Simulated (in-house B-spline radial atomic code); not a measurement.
Orbital energies and mean radii along the 21-electron series, configuration [Ar] 3d3. The effective charge is n√(-2ε), a non-relativistic measure. Computed with an all-electron radial atomic-structure program (B-spline basis): non-relativistic Hartree-Fock, average of the configuration, point nuclei.

This level leaves out relativity, spin-orbit splitting included, which matters for heavy ions.

```tsv
ion	Z	energy of 2p (Eh)	mean radius of 2p (bohr)	energy of 1s (Eh)	mean radius of 1s (bohr)	energy of 3s (Eh)	mean radius of 3s (bohr)	energy of 3d (Eh)	mean radius of 3d (bohr)	effective charge of 2p
V2+	23	-20.646	0.27401	-202.13	0.067	-3.7926	0.9564	-1.0654	1.2906	12.852
Cr3+	24	?	?	?	?	?	?	?	?	?
Mn4+	25	?	?	?	?	?	?	?	?	?
Fe5+	26	-30.72	0.23592	-264.61	0.059118	-7.1972	0.7906	-3.6273	0.86044	15.677
Co6+	27	?	?	?	?	?	?	?	?	?
Ni7+	28	-38.763	0.21586	-311.32	0.054816	-10.087	0.70715	-5.9483	0.72109	17.61
Cu8+	29	-43.172	0.20704	-336.19	0.052891	-11.707	0.6716	-7.2847	0.66895	18.584
Zn9+	30	-47.837	0.19891	-362.06	0.051096	-13.443	0.63943	-8.7368	0.62457	19.563
Ga10+	31	-52.757	0.19138	-388.93	0.049419	-15.293	0.6102	-10.304	0.58621	20.544
Ge11+	32	-57.93	0.1844	-416.81	0.047848	-17.257	0.58353	-11.985	0.55265	21.528
As12+	33	-63.358	0.1779	-445.69	0.046373	-19.334	0.55909	-13.78	0.52298	22.514
Se13+	34	-69.038	0.17184	-475.57	0.044987	-21.524	0.53663	-15.689	0.49653	23.501
```

Fill in the row of Cr3+.

energy of 2p (Eh): -23.729; mean radius of 2p (bohr): 0.26003; energy of 1s (Eh): -221.94; mean radius of 1s (bohr): 0.06415; energy of 3s (Eh): -4.7941; mean radius of 3s (bohr): 0.89494; energy of 3d (Eh): -1.7901; mean radius of 3d (bohr): 1.0915; effective charge of 2p: 13.778.

Fill in the row of Mn4+.

energy of 2p (Eh): -27.09; mean radius of 2p (bohr): 0.2474; energy of 1s (Eh): -242.77; mean radius of 1s (bohr): 0.061531; energy of 3s (Eh): -5.9326; mean radius of 3s (bohr): 0.83981; energy of 3d (Eh): -2.6466; mean radius of 3d (bohr): 0.95861; effective charge of 2p: 14.722.

Fill in the row of Co6+.

energy of 2p (Eh): -34.612; mean radius of 2p (bohr): 0.22545; energy of 1s (Eh): -287.46; mean radius of 1s (bohr): 0.056886; energy of 3s (Eh): -8.5829; mean radius of 3s (bohr): 0.74661; energy of 3d (Eh): -4.7287; mean radius of 3d (bohr): 0.78357; effective charge of 2p: 16.64.

How does the screening of 2p change?

Z less the effective charge goes from 10.15 at Z = 23 to 10.50 at Z = 34.
